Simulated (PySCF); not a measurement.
## Excitation energy of Be by level of theory

Be [He] 2s2 (1S) → Be [He] 2s1 3s1 (3S), as a difference of total energies. Calculation: PySCF 2.14, in aug-cc-pCVDZ; no relativity, point nucleus. Correlated levels: valence and next inner shell: nothing frozen. The calculations carry no spin-orbit coupling.

```tsv
method	excitation energy (cm⁻¹)	error (cm⁻¹)
UHF	43204	-8877
MP2 (valence and next inner shell)	48672	-3409
SCS-MP2 (valence and next inner shell)	50065	-2016
CCSD (valence and next inner shell)	52026	-55
CCSD(T) (valence and next inner shell)	52070	-11
CCSDT (valence and next inner shell)	52070	-11
```

Reference: 52081 cm⁻¹ (measured; NIST levels).

Errors of the correlated levels include the incompleteness of this basis.
